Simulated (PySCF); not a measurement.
**Question.** What does the GFN2-xTB structure of `N#Cc1ncsn1` look like in three dimensions?

**Answer.** 
```xyz
8
C3HN3S angstrom
N      3.075   -0.238   -0.039
C      1.959   -0.072    0.148
C      0.576    0.124    0.375
N     -0.329   -0.823    0.033
C     -1.509   -0.412    0.339
S     -1.483    1.170    1.057
N      0.126    1.232    0.924
H     -2.406   -0.972    0.173
```

Any rigid rotation of these coordinates is as good. Atoms count from 1 in this order. The 5-membered ring C3–N4–C5–S6–N7 has internal angles of 90.9° to 117.8° (sum 540°, against 540° for a flat polygon); it is planar, 0.00 Å rms from its mean plane, widest ring torsion 0°. The 7 heavy atoms lie in one plane (0.000 Å rms). The C–N distances run from 1.144 Å (N1≡C2, drawn triple) to 1.355 Å (C3–N4, aromatic), a spread of 0.211 Å. N7 (pyridine-type nitrogen) is bent (angle 110.1°).

Bonds between heavy atoms (Å): N1≡C2 1.144, C2–C3 1.415, C3–N4 1.355, N4–C5 1.286, C5–S6 1.738, S6–N7 1.616, C3–N7 1.315.

Structure optimised with GFN2-xTB, isolated species.

Point group: Cs (tolerance 0.08 Å). No frequency check.

All values are computed, not measured.
